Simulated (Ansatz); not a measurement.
`N[SiH](F)Cl` + H₂ → `F[SiH2]Cl` + NH₃ at 700 K and 1 bar (hydrogenolysis of the Si–N bond).

Computed with Ansatz on PBE0-D4/def2-TZVP structures; ΔE is electronic, products minus reactants. CBS: MP2 limit from def2 TZ/QZ plus the TZ coupled-cluster correction, frozen cores. This one scheme is used for every species. One conformer a species, not always the lowest.

```tsv
species	CCSD(T)/CBS energy (Eh)	H − E (kJ/mol)	S (J/(mol·K))
`N[SiH](F)Cl`	-905.31614	164.0	405.3
H₂	-1.17544	46.8	155.3
`F[SiH2]Cl`	-849.96195	99.5	342.2
NH₃	-56.50880	116.9	226.5
```

H − E and S are ideal-gas, rigid-rotor, harmonic terms from PBE0-D4/def2-TZVP, for one conformer and one mirror image of each species. The MP2-based limit puts H₂ 0.8 mEh under its directly extrapolated value; such offsets cancel only in part. 1 Eh = 2625.50 kJ/mol, R = 8.31446 J/(mol·K).

Problem. By hand: ΔE, ΔH, ΔS and ΔG.

Solution. ΔE = (-849.96195) + (-56.50880) − (-905.31614) − (-1.17544) = 0.02083 Eh = 54.7 kJ/mol. Δ(H − E) = 99.5 + 116.9 − 164.0 − 46.8 = 5.6, so ΔH = 60.3 kJ/mol. ΔS = 342.2 + 226.5 − 405.3 − 155.3 = 8.1 J/(mol·K). ΔG = 60.3 − 700 × (8.1)/1000 = 54.6 kJ/mol.

Problem. By hand: the equilibrium constant, and the temperature at which ΔG would vanish if ΔH and ΔS stayed fixed.

Solution. log₁₀ K = −ΔG/(RT ln 10) = -4.1. ΔG = 0 at ΔH/ΔS = 7444 K, far beyond where these terms or the molecules hold.

The number of gas molecules stays the same, so ΔS is small and ΔH decides. A doubt of 5 kJ/mol in ΔE shifts log₁₀ K by 0.4 here. Other conformers and mirror images would add mixing entropy, several J/(mol·K) or more a flexible species. These are equilibria of isolated gas molecules and say nothing of rates. Largest T1 diagnostic: 0.010 (customary marks: 0.02 for closed shells, 0.045 for open ones).
